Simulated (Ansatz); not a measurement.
Reaction (formal exchange of groups at the Si–S bond): `N[Si@@H](F)S[Si@@H](N)F` + `N[SiH2]F` → `N[Si@H](F)[Si@@H](N)F` + `N[SiH](F)S`

Gas-phase electronic energies from Ansatz, PBE0-D4/def2-TZVP geometries. CCSD(T)/CBS adds triple-zeta CCSD(T) − MP2 to the extrapolated MP2 energy (def2 sets, frozen cores). DFT in def2-TZVPP. B3LYP here is the variant with VWN-RPA as its local correlation; programs differ in this. Each species was taken in one conformer, which may not be the lowest.

```tsv
level	ΔE (kJ/mol)	difference from CCSD(T)/CBS
PBE-D4	76.4	-16.5
r2SCAN-D4	91.0	-1.9
PBE0-D4	83.8	-9.1
B3LYP-D4	85.9	-7.0
r2SCAN	90.5	-2.4
PBE0	81.8	-11.1
MP2/def2-TZVPP	101.7	8.8
SCS-MP2/def2-TZVPP	98.0	5.1
HF/def2-QZVPP	98.1	5.2
SCS-MP2/def2-QZVPP	99.2	6.3
CCSD(T)/CBS	92.9	0
```

Largest T1 diagnostic among the species: 0.012.

From PBE to PBE0 (25 % exact exchange), in def2-TZVPP and without D4, ΔE moves by +7.7 kJ/mol. The D4 term adds +4.0 kJ/mol with B3LYP and +2.0 kJ/mol with PBE0; it sums over pairs of atoms, weighted by their polarisabilities, and B3LYP, whose exchange is more repulsive, gets the larger term.
